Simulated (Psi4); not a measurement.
F$_{3}$Se, charge +1, singlet, at a GFN2-xTB geometry, atoms displaced at random by about 0.03 Å a coordinate; B3LYP/cc-pVDZ, gradient (Psi4).

Here is a job for Psi4.
```
memory 2 GB

molecule {
1 1
  Se   -0.02787480    0.11783412    0.30902505
  F    -1.16641988   -0.89158710   -0.37602806
  F     0.01942510    1.13574178   -0.95692353
  F     1.27385130   -0.76789185   -0.02506278
symmetry c1
no_reorient
no_com
}

set basis cc-pvdz

gradient('b3lyp')
print_variables()
```

Question: Predict the main parts of the log of this Psi4 run.

Answer: 
```
gradient() will perform analytic gradient computation.

   => Loading Basis Set <=

    Name: CC-PVDZ
    Role: ORBITAL
    Keyword: BASIS

         ---------------------------------------------------------
                                   SCF
               by Justin Turney, Rob Parrish, Andy Simmonett
                          and Daniel G. A. Smith
                              RKS Reference
         ---------------------------------------------------------

  ==> Geometry <==

    Molecular point group: c1
    Full point group: C1

    Geometry (in Angstrom), charge = 1, multiplicity = 1:

       Center              X                  Y                   Z               Mass
    ------------   -----------------  -----------------  -----------------  -----------------
         SE          -0.027874800000     0.117834120000     0.309025050000    79.916521800000
         F           -1.166419880000    -0.891587100000    -0.376028060000    18.998403162730
         F            0.019425100000     1.135741780000    -0.956923530000    18.998403162730
         F            1.273851300000    -0.767891850000    -0.025062780000    18.998403162730

  Running in c1 symmetry.

  Rotational constants: A =      0.21668  B =      0.20873  C =      0.14758 [cm^-1]
  Rotational constants: A =   6496.04788  B =   6257.64046  C =   4424.32758 [MHz]
  Nuclear repulsion =  349.769961544572141

  Charge       = 1
  Multiplicity = 1
  Electrons    = 60
  Nalpha       = 30
  Nbeta        = 30

  ==> Algorithm <==

  SCF Algorithm Type is DF.
  DIIS enabled.
  MOM disabled.
  Fractional occupation disabled.
  Guess Type is SAD.
  Energy threshold   = 1.00e-08
  Density threshold  = 1.00e-08
  Integral threshold = 1.00e-12

  ==> Primary Basis <==

  Basis Set: CC-PVDZ
    Blend: CC-PVDZ
    Number of shells: 29
    Number of basis functions: 69
    Number of Cartesian functions: 74
    Spherical Harmonics?: true
    Max angular momentum: 2

  ==> DFT Potential <==

   => LibXC <=

    Version 7.1.2
    S. Lehtola, C. Steigemann, M. J. T. Oliveira, and M. A. L. Marques,  SoftwareX 7, 1–5 (2018) (10.1016/j.softx.2017.11.002)

   => Composite Functional: B3LYP <=

    B3LYP Hyb-GGA Exchange-Correlation Functional

    P. J. Stephens, F. J. Devlin, C. F. Chabalowski, and M. J. Frisch,  J. Phys. Chem. 98, 11623 (1994) (10.1021/j100096a001)

    Deriv               =              1
    GGA                 =           TRUE
    Meta                =          FALSE

    Exchange Hybrid     =           TRUE
    MP2 Hybrid          =          FALSE

   => Exchange Functionals <=

    0.0800   Slater exchange
    0.7200         Becke 88

   => Exact (HF) Exchange <=

    0.2000               HF

   => Correlation Functionals <=

    0.1900   Vosko, Wilk & Nusair (VWN5_RPA)
    0.8100   Lee, Yang & Parr

   => LibXC Density Thresholds  <==

    XC_HYB_GGA_XC_B3LYP:  1.00E-15

   => Molecular Quadrature <=

    Radial Scheme          =       TREUTLER
    Pruning Scheme         =           NONE
    Nuclear Scheme         =       TREUTLER

    Blocking Scheme        =         OCTREE
    BS radius alpha        =              1
    Pruning alpha          =              1
    Radial Points          =             75
    Spherical Points       =            302
    Total Points           =          86120
    Total Blocks           =            690
    Max Points             =            256
    Max Functions          =             69
    Weights Tolerance      =       1.00E-15

   => Loading Basis Set <=

    Name: (CC-PVDZ AUX)
    Role: JKFIT
    Keyword: DF_BASIS_SCF

  ==> Integral Setup <==

  SCF_SUBTYPE=INCORE selected. In-core MEM_DF algorithm will be used.
  Using in-core AOs.

  ==> MemDFJK: Density-Fitted J/K Matrices <==

    J tasked:                   Yes
    K tasked:                   Yes
    wK tasked:                   No
    Algorithm:                 Core
    Schwarz Cutoff:           1E-12
    Mask sparsity (%):       0.0000
    Fitting Condition:        1E-10

   => Auxiliary Basis Set <=

  Basis Set: (CC-PVDZ AUX)
    Blend: CC-PVDZ-JKFIT
    Number of shells: 119
    Number of basis functions: 381
    Number of Cartesian functions: 452
    Spherical Harmonics?: true
    Max angular momentum: 3

  Minimum eigenvalue in the overlap matrix is 3.2627512562E-02.
  Reciprocal condition number of the overlap matrix is 1.1070261614E-02.
    Using symmetric orthogonalization.

  ==> Pre-Iterations <==

  SCF Guess: Superposition of Atomic Densities via on-the-fly atomic UHF (no occupation information).

   -------------------------
    Irrep   Nso     Nmo
   -------------------------
     A         69      69
   -------------------------
    Total      69      69
   -------------------------

  ==> Iterations <==

                           Total Energy        Delta E     RMS |[F,P]|

   @DF-RKS iter SAD: -2698.66571956203143   -2.69867e+03   0.00000e+00
   @DF-RKS iter   1: -2700.41556133333961   -1.74984e+00   1.10460e-02 ADIIS/DIIS
   @DF-RKS iter   2: -2700.50932339896144   -9.37621e-02   5.62036e-03 ADIIS/DIIS
   @DF-RKS iter   3: -2700.52753309244690   -1.82097e-02   3.92238e-03 ADIIS/DIIS
   @DF-RKS iter   4: -2700.55183029616956   -2.42972e-02   3.55167e-04 ADIIS/DIIS
   @DF-RKS iter   5: -2700.55200602518153   -1.75729e-04   1.62546e-04 ADIIS/DIIS
   @DF-RKS iter   6: -2700.55204787191360   -4.18467e-05   3.38631e-05 DIIS
   @DF-RKS iter   7: -2700.55204989770345   -2.02579e-06   2.56612e-06 DIIS
   @DF-RKS iter   8: -2700.55204990031507   -2.61161e-09   2.54128e-06 DIIS
   @DF-RKS iter   9: -2700.55204991078790   -1.04728e-08   1.36602e-07 DIIS
   @DF-RKS iter  10: -2700.55204991082564   -3.77440e-11   2.36692e-08 DIIS
   @DF-RKS iter  11: -2700.55204991082701   -1.36424e-12   2.94086e-09 DIIS
  Energy and wave function converged.

  ==> Post-Iterations <==

   Electrons on quadrature grid:
      Ntotal   =   60.0000295587 ; deviation = 2.956e-05

    Orbital Energies [Eh]
    ---------------------

    Doubly Occupied:

[...]
    Virtual:

[...]
    Final Occupation by Irrep:
              A
    DOCC [    30 ]
    NA   [    30 ]
    NB   [    30 ]

  @DF-RKS Final Energy: -2700.55204991082701

   => Energetics <=

    Nuclear Repulsion Energy =            349.7699615445721406
    One-Electron Energy =               -4435.2026836386385185
    Two-Electron Energy =                1480.1385864733529161
    DFT Exchange-Correlation Energy =     -95.2579142901131632
    Empirical Dispersion Energy =           0.0000000000000000
    VV10 Nonlocal Energy =                  0.0000000000000000
    Total Energy =                      -2700.5520499108265540

Computation Completed

Properties will be evaluated at   0.000000,   0.000000,   0.000000 [a0]

Properties computed using the SCF density matrix

 Multipole Moments:

 ------------------------------------------------------------------------------------
     Multipole            Electronic (a.u.)      Nuclear  (a.u.)        Total (a.u.)
 ------------------------------------------------------------------------------------

 L = 1.  Multiply by 2.5417464519 to convert [e a0] to [Debye]
 Dipole X            :         -0.3639008            0.3665416            0.0026409
 Dipole Y            :          1.6826066           -1.3365550            0.3460516
 Dipole Z            :          4.1100903           -3.2414049            0.8686853
 Magnitude           :                                                    0.9350791

 ------------------------------------------------------------------------------------

         ------------------------------------------------------------
                                   SCF GRAD
                          Rob Parrish, Justin Turney,
                       Andy Simmonett, and Alex Sokolov
         ------------------------------------------------------------

  ==> Geometry <==

    Molecular point group: c1
    Full point group: C1

    Geometry (in Angstrom), charge = 1, multiplicity = 1:

       Center              X                  Y                   Z               Mass
    ------------   -----------------  -----------------  -----------------  -----------------
         SE          -0.027874800000     0.117834120000     0.309025050000    79.916521800000
         F           -1.166419880000    -0.891587100000    -0.376028060000    18.998403162730
         F            0.019425100000     1.135741780000    -0.956923530000    18.998403162730
         F            1.273851300000    -0.767891850000    -0.025062780000    18.998403162730

  Nuclear repulsion =  349.769961544572141

  ==> Basis Set <==

  Basis Set: CC-PVDZ
    Blend: CC-PVDZ
    Number of shells: 29
    Number of basis functions: 69
    Number of Cartesian functions: 74
    Spherical Harmonics?: true
    Max angular momentum: 2

  ==> DFJKGrad: Density-Fitted SCF Gradients <==

    Gradient:                    1
    J tasked:                  Yes
    K tasked:                  Yes
    wK tasked:                  No
    Integrals threads:           1
    Schwarz Cutoff:          1E-12
    Fitting Condition:       1E-10

   => Auxiliary Basis Set <=

  Basis Set: (CC-PVDZ AUX)
    Blend: CC-PVDZ-JKFIT
    Number of shells: 119
    Number of basis functions: 381
    Number of Cartesian functions: 452
    Spherical Harmonics?: true
    Max angular momentum: 3

  ==> DFT Potential <==

   => LibXC <=

    Version 7.1.2
    S. Lehtola, C. Steigemann, M. J. T. Oliveira, and M. A. L. Marques,  SoftwareX 7, 1–5 (2018) (10.1016/j.softx.2017.11.002)

   => Composite Functional: B3LYP <=

    B3LYP Hyb-GGA Exchange-Correlation Functional

    P. J. Stephens, F. J. Devlin, C. F. Chabalowski, and M. J. Frisch,  J. Phys. Chem. 98, 11623 (1994) (10.1021/j100096a001)

    Deriv               =              1
    GGA                 =           TRUE
    Meta                =          FALSE

    Exchange Hybrid     =           TRUE
    MP2 Hybrid          =          FALSE

   => Exchange Functionals <=

    0.0800   Slater exchange
    0.7200         Becke 88

   => Exact (HF) Exchange <=

    0.2000               HF

   => Correlation Functionals <=

    0.1900   Vosko, Wilk & Nusair (VWN5_RPA)
    0.8100   Lee, Yang & Parr

   => LibXC Density Thresholds  <==

    XC_HYB_GGA_XC_B3LYP:  1.00E-15

   => Molecular Quadrature <=

    Radial Scheme          =       TREUTLER
    Pruning Scheme         =           NONE
    Nuclear Scheme         =       TREUTLER

    Blocking Scheme        =         OCTREE
    BS radius alpha        =              1
    Pruning alpha          =              1
    Radial Points          =             75
    Spherical Points       =            302
    Total Points           =          86120
    Total Blocks           =            690
    Max Points             =            256
    Max Functions          =             69
    Weights Tolerance      =       1.00E-15

  -Total Gradient:
     Atom            X                  Y                   Z
    ------   -----------------  -----------------  -----------------
       1        0.051746515373    -0.017827786766    -0.069837692300
       2        0.018241174063     0.018464042033     0.006039564365
       3       -0.005862593633    -0.042440118744     0.046904777956
       4       -0.064277723023     0.041964784995     0.016619506712

  Variable Map:
  ----------------------------------------------------------------------------
[...]
  Array Variable Map:
  ----------------------------------------------------------------------------
[...]
[...]
```
